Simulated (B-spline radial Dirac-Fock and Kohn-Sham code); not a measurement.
# Isotope-shift constants of the inner levels of Sb⁵⁺

System: antimony as Sb⁵⁺, configuration [Kr] 4d10.

Input file task.json (cfg lists n, l and occupation; rrms is the nuclear radius in fm):

```json
{"items": [{
  "Z": 51,
  "q": 5,
  "cfg": [[1, 0, 2], [2, 0, 2], [2, 1, 6], [3, 0, 2], [3, 1, 6], [3, 2, 10], [4, 0, 2], [4, 1, 6], [4, 2, 10]],
  "A": 121,
  "rrms": 4.6802,
  "do": "isoshift",
  "isotopes": [[121, 120.903811353, 4.6802], [123, 122.904215292, 4.6879]]
}]}
```

Command: `python xray2_run.py task.json out`

Method: first-order field-shift and mass-shift constants from Dirac-Fock ground and hole states with a Fermi nucleus; the mass shift has no relativistic recoil terms. Computed with a radial B-spline solver. A binding energy shifts by δE = F·δ⟨r²⟩ + (K_N + K_S)·δ(1/M); F is taken for a change of radius at fixed skin thickness and so holds the higher radial moments.

| level | F (meV/fm²) |
| --- | --- |
| K (1s) | -88.69 |
| L1 (2s) | -10.37 |
| L2 (2p1/2) | 0.3845 |
| L3 (2p3/2) | 0.5947 |
| M1 (3s) | -2.041 |
| M2 (3p1/2) | 0.09340 |
| M3 (3p3/2) | 0.1400 |
| M4 (3d3/2) | 0.1228 |
| M5 (3d5/2) | 0.1198 |

The mass shift is not given and not included below: at this Z its relativistic corrections are large. It matters little for K lines but can be comparable with the field shift of L lines.

Field shifts alone in meV from A = 121 (mass 120.9038 u, rms radius 4.6802 fm); radii from Angeli and Marinova (2013).

```csv
A,mass (u),radius (fm),Kα1,Kα2,Kβ1,Lα1
123,122.9042,4.6879,?,?,?,?
```

Task: What are the shifts for A = 123?

Result: Kα1 -6.4 meV; Kα2 -6.4 meV; Kβ1 -6.4 meV; Lα1 0.0 meV.
